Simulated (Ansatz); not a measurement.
These are PBE0-D3(BJ)/def2-TZVP run with Ansatz (a quantum-chemistry and plane-wave program) values and carry that method's errors. No frequencies were computed at this level.

Ansatz 0.2 input:
```yaml
crystal:
  periodic: [false, false, false]
  atoms:
    - { symbol: Si, position_ang: [-1.875279, -1.507462, 0.005544] }
    - { symbol: Al, position_ang: [0.022805, 0.025208, -0.008928] }
    - { symbol: Si, position_ang: [2.276582, -0.894861, -0.163669] }
    - { symbol: Si, position_ang: [-0.377331, 2.426521, 0.147189] }
    - { symbol: H, position_ang: [-1.58893, -2.801229, 0.671232] }
    - { symbol: H, position_ang: [-2.409869, -1.902825, -1.318285] }
    - { symbol: H, position_ang: [-3.063362, -0.990658, 0.726138] }
    - { symbol: H, position_ang: [3.100673, -0.799945, 1.063647] }
    - { symbol: H, position_ang: [3.140416, -0.303184, -1.212278] }
    - { symbol: H, position_ang: [2.271697, -2.344343, -0.479088] }
    - { symbol: H, position_ang: [-1.818254, 2.757312, 0.268552] }
    - { symbol: H, position_ang: [0.076559, 3.232988, -1.010134] }
    - { symbol: H, position_ang: [0.244293, 3.102478, 1.31008] }
basis:
  gaussian: { orbitals: def2-tzvp }
hamiltonian:
  xc: pbe0
  dispersion: d3bj
relax:
  max_steps: 150
```

Output:

```
[...]
reference -30363.39775572 eV, -1115.8342864726 hartree; 32, 32 occupied and 170, 170 virtual orbitals, 1479 factors
relax step   2: F+E_penalty+E_count = -30363.67167891 eV  Δ(F+E_penalty+E_count) = -9.154e-2 eV  max|allowed force component| = 1.416e-1 eV/Å  Δτ_max = 0.1469 Å  (27 SCF iters, accepted)
these checks for a lower state are left out or cut short: starts, cluster_reference, orbital_swaps, neighbouring_geometries, increment
1479 factors; their error is unknown
mean field -30363.41396608 eV, -1115.8348821923 hartree, gradient 6.6e-5 eV, S^2 0.000000; 0 other end points of the search recorded, 0 dependent functions left out
reference -30363.41401247 eV, -1115.8348838971 hartree; 32, 32 occupied and 170, 170 virtual orbitals, 1479 factors
relax step   3: F+E_penalty+E_count = -30363.68649106 eV  Δ(F+E_penalty+E_count) = -1.481e-2 eV  max|allowed force component| = 3.660e-2 eV/Å  Δτ_max = 0.0580 Å  (25 SCF iters, accepted)
these checks for a lower state are left out or cut short: starts, cluster_reference, orbital_swaps, neighbouring_geometries, increment
1479 factors; their error is unknown
mean field evaluation 32: about -30363.4159 eV, gradient 6.2e-5 eV
mean field -30363.41586254 eV, -1115.8349518859 hartree, gradient 6.2e-5 eV, S^2 0.000000; 0 other end points of the search recorded, 0 dependent functions left out
reference -30363.41590896 eV, -1115.8349535916 hartree; 32, 32 occupied and 170, 170 virtual orbitals, 1479 factors
relax step   4: F+E_penalty+E_count = -30363.68834423 eV  Δ(F+E_penalty+E_count) = -1.853e-3 eV  max|allowed force component| = 3.164e-2 eV/Å  Δτ_max = 0.0163 Å  (25 SCF iters, accepted)
these checks for a lower state are left out or cut short: starts, cluster_reference, orbital_swaps, neighbouring_geometries, increment
1479 factors; their error is unknown
mean field -30363.41824675 eV, -1115.8350395039 hartree, gradient 6.6e-5 eV, S^2 0.000000; 0 other end points of the search recorded, 0 dependent functions left out
reference -30363.41829319 eV, -1115.8350412105 hartree; 32, 32 occupied and 170, 170 virtual orbitals, 1479 factors
relax step   5: F+E_penalty+E_count = -30363.69077822 eV  Δ(F+E_penalty+E_count) = -2.434e-3 eV  max|allowed force component| = 2.744e-2 eV/Å  Δτ_max = 0.0316 Å  (23 SCF iters, accepted)
these checks for a lower state are left out or cut short: starts, cluster_reference, orbital_swaps, neighbouring_geometries, increment
1479 factors; their error is unknown
mean field -30363.42033838 eV, -1115.8351163701 hartree, gradient 6.5e-5 eV, S^2 0.000000; 0 other end points of the search recorded, 0 dependent functions left out
reference -30363.42038483 eV, -1115.8351180768 hartree; 32, 32 occupied and 170, 170 virtual orbitals, 1479 factors
relax step   6: F+E_penalty+E_count = -30363.69287894 eV  Δ(F+E_penalty+E_count) = -2.101e-3 eV  max|allowed force component| = 1.105e-2 eV/Å  Δτ_max = 0.0589 Å  (24 SCF iters, accepted)
these checks for a lower state are left out or cut short: starts, cluster_reference, orbital_swaps, neighbouring_geometries, increment
1479 factors; their error is unknown
mean field -30363.42084307 eV, -1115.8351349169 hartree, gradient 6.4e-5 eV, S^2 0.000000; 0 other end points of the search recorded, 0 dependent functions left out
reference -30363.42088950 eV, -1115.8351366233 hartree; 32, 32 occupied and 170, 170 virtual orbitals, 1479 factors
relax step   7: F+E_penalty+E_count = -30363.69349426 eV  Δ(F+E_penalty+E_count) = -6.153e-4 eV  max|allowed force component| = 1.624e-2 eV/Å  Δτ_max = 0.0601 Å  (24 SCF iters, accepted)
these checks for a lower state are left out or cut short: starts, cluster_reference, orbital_swaps, neighbouring_geometries, increment
1479 factors; their error is unknown
mean field -30363.42082256 eV, -1115.8351341633 hartree, gradient 1.7e-5 eV, S^2 0.000000; 0 other end points of the search recorded, 0 dependent functions left out
reference -30363.42086899 eV, -1115.8351358695 hartree; 32, 32 occupied and 170, 170 virtual orbitals, 1479 factors
relax step   8: F+E_penalty+E_count = -30363.69350472 eV  Δ(F+E_penalty+E_count) = -1.046e-5 eV  max|allowed force component| = 2.052e-2 eV/Å  Δτ_max = 0.0055 Å  (21 SCF iters, accepted)
these checks for a lower state are left out or cut short: starts, cluster_reference, orbital_swaps, neighbouring_geometries, increment
1479 factors; their error is unknown
mean field -30363.42093193 eV, -1115.8351381825 hartree, gradient 6.6e-5 eV, S^2 0.000000; 0 other end points of the search recorded, 0 dependent functions left out
reference -30363.42097836 eV, -1115.8351398887 hartree; 32, 32 occupied and 170, 170 virtual orbitals, 1479 factors
relax step   9: F+E_penalty+E_count = -30363.69360573 eV  Δ(F+E_penalty+E_count) = -1.010e-4 eV  max|allowed force component| = 1.307e-3 eV/Å  Δτ_max = 0.0116 Å  (24 SCF iters, accepted)
these checks for a lower state are left out or cut short: starts, cluster_reference, orbital_swaps, neighbouring_geometries, increment
1479 factors; their error is unknown
mean field evaluation 64: about -30363.4210 eV, gradient 7.6e-6 eV
mean field -30363.42096901 eV, -1115.8351395451 hartree, gradient 7.6e-6 eV, S^2 0.000000; 0 other end points of the search recorded, 0 dependent functions left out
reference -30363.42101543 eV, -1115.8351412512 hartree; 32, 32 occupied and 170, 170 virtual orbitals, 1479 factors
relax step  10: F+E_penalty+E_count = -30363.69363684 eV  Δ(F+E_penalty+E_count) = -3.111e-5 eV  max|allowed force component| = 5.923e-3 eV/Å  Δτ_max = 0.0113 Å  (22 SCF iters, accepted)
these checks for a lower state are left out or cut short: starts, cluster_reference, orbital_swaps, neighbouring_geometries, increment
1479 factors; their error is unknown
mean field -30363.42104714 eV, -1115.8351424163 hartree, gradient 6.2e-5 eV, S^2 0.000000; 0 other end points of the search recorded, 0 dependent functions left out
reference -30363.42109353 eV, -1115.8351441213 hartree; 32, 32 occupied and 170, 170 virtual orbitals, 1479 factors
relax step  11: F+E_penalty+E_count = -30363.69370070 eV  Δ(F+E_penalty+E_count) = -6.386e-5 eV  max|allowed force component| = 1.479e-2 eV/Å  Δτ_max = 0.0311 Å  (24 SCF iters, accepted)
these checks for a lower state are left out or cut short: starts, cluster_reference, orbital_swaps, neighbouring_geometries, increment
1479 factors; their error is unknown
mean field -30363.42110687 eV, -1115.8351446115 hartree, gradient 6.4e-5 eV, S^2 0.000000; 0 other end points of the search recorded, 0 dependent functions left out
reference -30363.42115320 eV, -1115.8351463139 hartree; 32, 32 occupied and 170, 170 virtual orbitals, 1479 factors
relax step  12: F+E_penalty+E_count = -30363.69375167 eV  Δ(F+E_penalty+E_count) = -5.097e-5 eV  max|allowed force component| = 3.219e-2 eV/Å  Δτ_max = 0.0457 Å  (24 SCF iters, accepted)
these checks for a lower state are left out or cut short: starts, cluster_reference, orbital_swaps, neighbouring_geometries, increment
1479 factors; their error is unknown
mean field -30363.42117059 eV, -1115.8351469533 hartree, gradient 2.6e-5 eV, S^2 0.000000; 0 other end points of the search recorded, 0 dependent functions left out
reference -30363.42121691 eV, -1115.8351486555 hartree; 32, 32 occupied and 170, 170 virtual orbitals, 1479 factors
relax step  13: F+E_penalty+E_count = -30363.69381730 eV  Δ(F+E_penalty+E_count) = -6.563e-5 eV  max|allowed force component| = 2.558e-2 eV/Å  Δτ_max = 0.0034 Å  (21 SCF iters, accepted)
these checks for a lower state are left out or cut short: starts, cluster_reference, orbital_swaps, neighbouring_geometries, increment
1479 factors; their error is unknown
mean field -30363.42127094 eV, -1115.8351506407 hartree, gradient 9.3e-6 eV, S^2 0.000000; 0 other end points of the search recorded, 0 dependent functions left out
reference -30363.42131723 eV, -1115.8351523421 hartree; 32, 32 occupied and 170, 170 virtual orbitals, 1479 factors
relax step  14: F+E_penalty+E_count = -30363.69393261 eV  Δ(F+E_penalty+E_count) = -1.153e-4 eV  max|allowed force component| = 1.065e-3 eV/Å  Δτ_max = 0.0110 Å  (22 SCF iters, accepted)
these checks for a lower state are left out or cut short: starts, cluster_reference, orbital_swaps, neighbouring_geometries, increment
1479 factors; their error is unknown
mean field -30363.42143578 eV, -1115.8351566987 hartree, gradient 6.5e-5 eV, S^2 0.000000; 0 other end points of the search recorded, 0 dependent functions left out
reference -30363.42148200 eV, -1115.8351583974 hartree; 32, 32 occupied and 170, 170 virtual orbitals, 1479 factors
relax step  15: F+E_penalty+E_count = -30363.69409435 eV  Δ(F+E_penalty+E_count) = -1.617e-4 eV  max|allowed force component| = 1.449e-2 eV/Å  Δτ_max = 0.0551 Å  (24 SCF iters, accepted)
these checks for a lower state are left out or cut short: starts, cluster_reference, orbital_swaps, neighbouring_geometries, increment
1479 factors; their error is unknown
mean field evaluation 96: about -30363.4210 eV, gradient 8.1e-5 eV
mean field -30363.42101118 eV, -1115.8351410948 hartree, gradient 8.1e-5 eV, S^2 0.000000; 0 other end points of the search recorded, 0 dependent functions left out
reference -30363.42105735 eV, -1115.8351427915 hartree; 32, 32 occupied and 170, 170 virtual orbitals, 1479 factors
relax step  16: F+E_penalty+E_count = -30363.69364313 eV  Δ(F+E_penalty+E_count) = +4.512e-4 eV  max|allowed force component| = 9.245e-2 eV/Å  Δτ_max = 0.1115 Å  (23 SCF iters, rejected (line search))
these checks for a lower state are left out or cut short: starts, cluster_reference, orbital_swaps, neighbouring_geometries, increment
1479 factors; their error is unknown
mean field -30363.42159868 eV, -1115.8351626852 hartree, gradient 6.5e-5 eV, S^2 0.000000; 0 other end points of the search recorded, 0 dependent functions left out
reference -30363.42164486 eV, -1115.8351643822 hartree; 32, 32 occupied and 170, 170 virtual orbitals, 1479 factors
relax step  17: F+E_penalty+E_count = -30363.69423326 eV  Δ(F+E_penalty+E_count) = -1.389e-4 eV  max|allowed force component| = 3.397e-2 eV/Å  Δτ_max = 0.0542 Å  (24 SCF iters, accepted)
these checks for a lower state are left out or cut short: starts, cluster_reference, orbital_swaps, neighbouring_geometries, increment
1479 factors; their error is unknown
mean field -30363.42161013 eV, -1115.8351631058 hartree, gradient 6.4e-5 eV, S^2 0.000000; 0 other end points of the search recorded, 0 dependent functions left out
reference -30363.42165629 eV, -1115.8351648024 hartree; 32, 32 occupied and 170, 170 virtual orbitals, 1479 factors
relax step  18: F+E_penalty+E_count = -30363.69427060 eV  Δ(F+E_penalty+E_count) = -3.735e-5 eV  max|allowed force component| = 4.529e-2 eV/Å  Δτ_max = 0.0548 Å  (23 SCF iters, accepted)
these checks for a lower state are left out or cut short: starts, cluster_reference, orbital_swaps, neighbouring_geometries, increment
1479 factors; their error is unknown
mean field -30363.42175890 eV, -1115.8351685730 hartree, gradient 1.8e-5 eV, S^2 0.000000; 0 other end points of the search recorded, 0 dependent functions left out
reference -30363.42180506 eV, -1115.8351702693 hartree; 32, 32 occupied and 170, 170 virtual orbitals, 1479 factors
relax step  19: F+E_penalty+E_count = -30363.69440641 eV  Δ(F+E_penalty+E_count) = -1.358e-4 eV  max|allowed force component| = 2.574e-2 eV/Å  Δτ_max = 0.0042 Å  (21 SCF iters, accepted)
these checks for a lower state are left out or cut short: starts, cluster_reference, orbital_swaps, neighbouring_geometries, increment
1479 factors; their error is unknown
mean field -30363.42187951 eV, -1115.8351730054 hartree, gradient 6.2e-5 eV, S^2 0.000000; 0 other end points of the search recorded, 0 dependent functions left out
reference -30363.42192567 eV, -1115.8351747019 hartree; 32, 32 occupied and 170, 170 virtual orbitals, 1479 factors
relax step  20: F+E_penalty+E_count = -30363.69453281 eV  Δ(F+E_penalty+E_count) = -1.264e-4 eV  max|allowed force component| = 1.265e-3 eV/Å  Δτ_max = 0.0120 Å  (25 SCF iters, accepted)
1479 factors; their error is unknown
mean field evaluation 128: about -30363.4219 eV, gradient 2.0e-2 eV
mean field -30363.42187951 eV, -1115.8351730054 hartree, gradient 6.2e-5 eV, S^2 0.000000; 1 other end points of the search recorded, 0 dependent functions left out
reference -30363.42192567 eV, -1115.8351747019 hartree; 32, 32 occupied and 170, 170 virtual orbitals, 1479 factors
Total energy: -30363.69457897 eV, -1115.8451945258 hartree
Atom 0 at    -1.925869    -1.566995     0.106232 Å, force     0.000236    -0.000413     0.000384 eV/Å
Atom 1 at    -0.030015    -0.006327     0.001699 Å, force    -0.000044     0.000556     0.000808 eV/Å
Atom 2 at     2.265357    -0.867302    -0.190841 Å, force    -0.000017    -0.000298    -0.000377 eV/Å
Atom 3 at    -0.365442     2.428160     0.085301 Å, force    -0.000461     0.000256    -0.000106 eV/Å
Atom 4 at    -1.561522    -2.875959     0.719091 Å, force     0.000329     0.000067    -0.000241 eV/Å
Atom 5 at    -2.387772    -1.846085    -1.286814 Å, force    -0.000950    -0.000308    -0.000063 eV/Å
Atom 6 at    -3.091212    -1.017851     0.855654 Å, force     0.000783     0.000304     0.000295 eV/Å
Atom 7 at     2.868131    -0.943443     1.173740 Å, force    -0.001265    -0.000568     0.000563 eV/Å
Atom 8 at     3.141336     0.018722    -1.009328 Å, force     0.000805     0.000341     0.000654 eV/Å
Atom 9 at     2.325738    -2.236545    -0.776493 Å, force     0.000387     0.000096    -0.000855 eV/Å
Atom 10 at    -1.796454     2.836039     0.160249 Å, force    -0.000050    -0.000083    -0.000374 eV/Å
Atom 11 at     0.230155     3.080386    -1.117245 Å, force    -0.000162     0.000629    -0.000560 eV/Å
Atom 12 at     0.327567     2.997200     1.278756 Å, force     0.000410    -0.000578    -0.000128 eV/Å
Dipole moment:    -0.018312    -0.003917     0.000777 e Å
```

Cost: around 4 core-minutes (rough).
